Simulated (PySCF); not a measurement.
CH₃Cl₃Sn, charge -1, doublet, at a GFN2-xTB geometry (such geometries of metal compounds can be far from the true shape) (a state made from the parent by changing its charge; the spin is typed, not shown lowest) (core potentials on Sn) (in this run its highest filled SCF level lies above zero, so its values depend strongly on the basis, on diffuse functions most of all). Base run: PySCF with DF-M06L/def2-SVP.

PySCF was given this input:
```python
from pyscf import gto, scf, dft

mol = gto.M(
    atom='''
C    -2.80617644   -0.40162275    0.12082347
Sn   -0.24461394   -0.03500939    0.01053216
Cl    0.89982516   -1.44031537   -1.75298602
Cl    0.41061725    2.34994459   -0.51604998
Cl    0.94662883   -0.58659495    2.17185494
H    -2.94846383   -1.38425721    0.54586184
H    -3.19286124    0.38524350    0.75152957
H    -3.16113030   -0.33236290   -0.89686246
''',
    basis='def2-svp',
    ecp={'Sn': 'def2-svp'},
    charge=-1,
    spin=1,
    verbose=4,
)

mf = dft.UKS(mol)
mf.xc = 'm06l'
mf = mf.density_fit(auxbasis='def2-universal-jkfit')
mf.kernel()
```

Variants of this job, named by their change:

| change | ΔE vs base (mEh) | grid points | electrons on the grid |
|---|---|---|---|
| base | 0.000 | 122144 | 83.00000 |
| grids.atom_grid = (99, 590) | 0.022 | 249280 | 83.00000 |
| grids.atom_grid = (30, 110) | 10.754 | 19560 | 82.99877 |
| grids.radi_method = gauss_chebyshev | -0.023 | 118960 | 83.00000 |
| grids.atom_grid = (75, 302) | 0.088 | 112872 | 83.00001 |
| grids.radi_method = delley | -0.019 | 126632 | 83.00000 |
| grids.level = 1 | -0.173 | 39576 | 83.00003 |
| grids.level = 7 | 0.009 | 584096 | 83.00000 |
| grids.atom_grid = (50, 194) | -3.360 | 51680 | 82.99998 |
| grids.radi_method = mura_knowles | 0.014 | 113632 | 83.00000 |
| grids.becke_scheme = stratmann | -0.008 | 122144 | 83.00000 |

Open shells are given as the SCF converged; they aren't shown to be the lowest states, and a large step between rows can be another state.
